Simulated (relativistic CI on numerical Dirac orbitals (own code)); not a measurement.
Calculated at this level of theory: Dirac-Coulomb-Breit CI, KLI orbitals optimised for each configuration, model QED (radiative potential, 1s self-energy scaled to tabulated hydrogen-like ionisation energies), unscaled Slater integrals (own radial code, finite nucleus).

The strongest absorption lines from the ground level of an ion, among the configurations computed and to levels below about 94.6 eV (vacuum wavelength in nm, gf): 13.383 (0.024), 13.386 (0.012), 15.018 (0.043), 15.025 (0.022), 19.715 (0.11), 19.742 (0.058), 80.175 (0.85), 81.389 (0.42).

Task: Which ion is it?
A. P⁴⁺
B. Cl⁶⁺
C. Al²⁺
D. Cl⁴⁺

Result: B. Cl⁶⁺ has 11 electrons and the ground level 3s 2S_1/2; the strongest line goes to 3p 2P°_3/2. The pattern of lines fixes the number of electrons, and along that sequence the line energies rise steadily with the charge (about as its square where n changes within one kind of shell, about linearly where n is kept but much faster in heavy ions where fine structure, which grows about as Z⁴, sets the gap, and irregularly where shells cross), which fixes Z. Configurations outside the model, such as inner-shell arrays, can give stronger lines. At this charge configurations can still be misplaced by up to about 7 % of their energy. 14 of the 14 excited levels that our extract of the measured tables holds in this range could be paired (the sources list more); they are missed by 2378 cm⁻¹ on average and 4124 at most, and levels without a partner can miss by more.
